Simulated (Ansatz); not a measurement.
The cluster Na5F4. Total charge 0; doublet. Geometry PBE0-D4/def2-SVP, basis def2-TZVP, Ansatz.

Cartesian coordinates in Å:
```
Na 2.156 1.803 -0.205
Na 0.525 -0.859 -2.632
Na -0.562 0.490 -0.160
Na 0.046 0.362 2.795
Na -1.584 -2.301 0.367
F 0.734 1.587 1.279
F -1.286 -0.669 1.598
F -1.043 -1.317 -1.367
F 1.015 0.905 -1.675
```

| run | HOMO (eV) | LUMO (eV) |
| --- | --- | --- |
| A | -1.97 | -1.54 |
| B | -2.10 | -1.25 |
| C | -1.96 | -1.35 |
| D | -2.17 | -1.07 |
| E | -1.87 | -1.43 |

The structure comes from a short search, and lower isomers may exist.

HOMO and LUMO are taken over both spins.

Q: The runs used PBE, PBE0, r2SCAN, r2SCAN0, r2SCANh. Estimate which is which.

A: A PBE (0 % exact exchange); B r2SCAN0 (25 % exact exchange); C r2SCANh (10 % exact exchange); D PBE0 (25 % exact exchange); E r2SCAN (0 % exact exchange). Exact exchange lowers occupied and raises empty levels; among semilocal functionals meta-GGAs tend to open the gap a little, and such runs are hard to tell apart. The gap grows from 0.42 eV (PBE) to 1.09 eV (PBE0).
